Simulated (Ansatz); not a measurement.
```yaml
crystal:
  periodic: [false, false, false]
  atoms:
    - {symbol: C, position_ang: [-1.479099, -0.039766, 0.146588]}
    - {symbol: Si, position_ang: [0.382379, 0.132570, -0.281023]}
    - {symbol: C, position_ang: [1.258252, -0.818764, 0.028809]}
    - {symbol: F, position_ang: [-0.023833, -0.424325, -2.149185]}
    - {symbol: S, position_ang: [0.491859, 2.112156, -0.838887]}
    - {symbol: H, position_ang: [-1.099228, -0.074185, 1.255137]}
    - {symbol: H, position_ang: [-2.399202, 0.117309, -0.204139]}
    - {symbol: H, position_ang: [-2.116073, -1.330840, 0.351930]}
    - {symbol: H, position_ang: [1.509558, -0.409024, 1.335843]}
    - {symbol: H, position_ang: [2.294528, -0.709778, -0.078627]}
    - {symbol: H, position_ang: [1.321578, -1.777525, 0.158144]}
    - {symbol: H, position_ang: [0.516079, 2.347391, 0.483643]}
basis:
  gaussian: {orbitals: def2-TZVPD, final_grid: {core_spheres: 8, valence_spheres: 7, degree: 23}}
magnetization: {spin_polarized: true, initial_magnetization: 2}
hamiltonian: {xc: {name: wB97M-V}}
scf: {lower_state_search: off}
charge: 1
output: {forces: true}
```

```sh
$ ansatz run in.yaml --threads 4 --pin off --events-out ev --progress --plain --max-ram 10444MiB
```

**Question.** How does Ansatz answer? (Estimate.)

**Answer.** Computed: The program refused the input.
```
Error: YAML parse error: error: line 21 column 1: unknown field `charge`, expected one of crystal, accuracy, basis, kpoints, hamiltonian, magnetization, projection, total_charge, correlation, batch, efield, external_charges, scf, relax, neb, saddle, md, ramp, phonons, dielectric, real_time, elastic, magnetic_configurations, gw, evaluate, workflow, output, checkpoint, execution
19 | hamiltonian: {xc: {name: wB97M-V}}
20 | scf: {lower_state_search: off}
21 | charge: 1
22 | output: {forces: true}
```
